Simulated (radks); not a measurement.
Values are calculated unless marked as measured or tabulated.
Question: Neutral phosphorus is in [Ne] 3s2 3p3. Level of theory: scalar-relativistic Kohn-Sham, r2SCAN, spin-polarised, spherical densities, finite nucleus; meta-GGA in the generalised Kohn-Sham scheme; Fermi nuclear charge, rms radius of each element as measured or else 0.836 A^(1/3) + 0.57 fm (a radial shooting solver on a logarithmic mesh with Libxc functionals). Open shells are filled with parallel spins first. One electron is removed from 2p, 3p, 2s, 3s in turn, with full relaxation. Which removal costs least, and what does each cost?

Answer: 3p 10.903 eV; 3s 15.592 eV; 2p 140.48 eV; 2s 190.87 eV. The 3p electron leaves first.
